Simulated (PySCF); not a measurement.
Compound: C5H6ClFO.
Numbering: `[CH3:1]/[C:2]([F:3])=[C:4](/[CH3:5])[C:6](=[O:7])[Cl:8]` (hydrogens: H9, H10, H11 on C1; H12, H13, H14 on C5)

The same species was optimised twice, with GFN2-xTB and with PBE0-D3(BJ)/def2-SVP (PySCF), and the same property calculations (PySCF, gas phase) were run on both structures.

```
     coordinate  GFN2-xTB  PBE0-D3(BJ)/def2-SVP  change
     C6–Cl8 (Å)     1.772                 1.796  +0.024
      C2–F3 (Å)     1.345                 1.330  -0.015
      C4–C6 (Å)     1.455                 1.468  +0.013
      C2=C4 (Å)     1.349                 1.356  +0.007
      C1–C2 (Å)     1.481                 1.485  +0.004
      C6=O7 (Å)     1.194                 1.192  -0.002
      C4–C5 (Å)     1.498                 1.498   0.000
   C5–C4–C6 (°)     120.2                 121.7    +1.5
   C1–C2–C4 (°)     128.8                 130.0    +1.2
   C2–C4–C6 (°)     117.6                 116.8    -0.8
   F3–C2–C4 (°)     118.0                 117.3    -0.7
   C2–C4–C5 (°)     122.3                 121.6    -0.7
   C1–C2–F3 (°)     113.2                 112.6    -0.6
  O7–C6–Cl8 (°)     118.5                 118.9    +0.4
  C4–C6–Cl8 (°)     113.4                 113.1    -0.3
C2–C4–C6–O7 (°)         0                     1      +1
```

Rotational constants: A = 3045, B = 1146, C = 841.5 MHz (GFN2-xTB) against A = 3022, B = 1134, C = 833.3 MHz (PBE0-D3(BJ)/def2-SVP). Atoms that the bonding makes alike are paired by their places after alignment.

On the GFN2-xTB structure: lowest singlet, TDDFT (eV) 4.66 [CAM-B3LYP/def2-SVPD]; lowest triplet, Tamm–Dancoff (eV) 3.37 [CAM-B3LYP/def2-SVPD]; isotropic polarisability (au) 79.8 [CAM-B3LYP/def2-SVPD]; HOMO (eV) -9.18 [CAM-B3LYP/def2-SVPD]; LUMO (eV) -0.89 [CAM-B3LYP/def2-SVPD]; dipole (D) 2.14 [CAM-B3LYP/def2-SVPD]; HOMO (eV) -7.86 [PBE0/pcSseg-1]; LUMO (eV) -1.90 [PBE0/pcSseg-1]; dipole (D) 2.35 [PBE0/pcSseg-1]; GIAO shielding of C1 (ppm) 162.5 [PBE0/pcSseg-1]; GIAO shielding of C2 (ppm) -0.4 [PBE0/pcSseg-1]; GIAO shielding of F3 (ppm) 214.0 [PBE0/pcSseg-1]; GIAO shielding of C4 (ppm) 69.0 [PBE0/pcSseg-1]; GIAO shielding of C5 (ppm) 170.6 [PBE0/pcSseg-1]; GIAO shielding of C6 (ppm) 8.5 [PBE0/pcSseg-1]; GIAO shielding of O7 (ppm) -231.9 [PBE0/pcSseg-1]; GIAO shielding of Cl8 (ppm) 499.1 [PBE0/pcSseg-1].

What do these properties become on the PBE0-D3(BJ)/def2-SVP structure?

```csv
property,level,on GFN2-xTB,on PBE0-D3(BJ)/def2-SVP,change
"lowest singlet, TDDFT (eV)",CAM-B3LYP/def2-SVPD,4.66,4.72,+0.06
"lowest triplet, Tamm–Dancoff (eV)",CAM-B3LYP/def2-SVPD,3.37,3.34,-0.03
isotropic polarisability (au),CAM-B3LYP/def2-SVPD,79.8,80.9,+1.1
HOMO (eV),CAM-B3LYP/def2-SVPD,-9.18,-9.12,+0.06
LUMO (eV),CAM-B3LYP/def2-SVPD,-0.89,-0.88,+0.01
dipole (D),CAM-B3LYP/def2-SVPD,2.14,2.32,+0.18
"energy, GFN2-xTB geometry as zero (kcal/mol)",CAM-B3LYP/def2-SVPD,0.0,-0.7,-0.7
HOMO (eV),PBE0/pcSseg-1,-7.86,-7.81,+0.05
LUMO (eV),PBE0/pcSseg-1,-1.90,-1.90,0.00
dipole (D),PBE0/pcSseg-1,2.35,2.53,+0.18
"energy, GFN2-xTB geometry as zero (kcal/mol)",PBE0/pcSseg-1,0.0,-0.5,-0.5
GIAO shielding of C1 (ppm),PBE0/pcSseg-1,162.5,161.0,-1.5
GIAO shielding of C2 (ppm),PBE0/pcSseg-1,-0.4,0.5,+0.9
GIAO shielding of F3 (ppm),PBE0/pcSseg-1,214.0,213.8,-0.2
GIAO shielding of C4 (ppm),PBE0/pcSseg-1,69.0,67.0,-2.0
GIAO shielding of C5 (ppm),PBE0/pcSseg-1,170.6,169.8,-0.8
GIAO shielding of C6 (ppm),PBE0/pcSseg-1,8.5,8.2,-0.3
GIAO shielding of O7 (ppm),PBE0/pcSseg-1,-231.9,-224.0,+7.9
GIAO shielding of Cl8 (ppm),PBE0/pcSseg-1,499.1,489.2,-9.9
```

The heavy atoms differ by 0.023 Å rms after alignment. Among bonds between heavy atoms C6–Cl8 changes most (+0.024 Å). Changes are differences of the printed values. Neither structure is proved a minimum here.

The values belong to the conformer `[CH3:1]/[C:2]([F:3])=[C:4](/[CH3:5])[C:6](=[O:7])[Cl:8]`: C2–C4–C6–O7 1°.
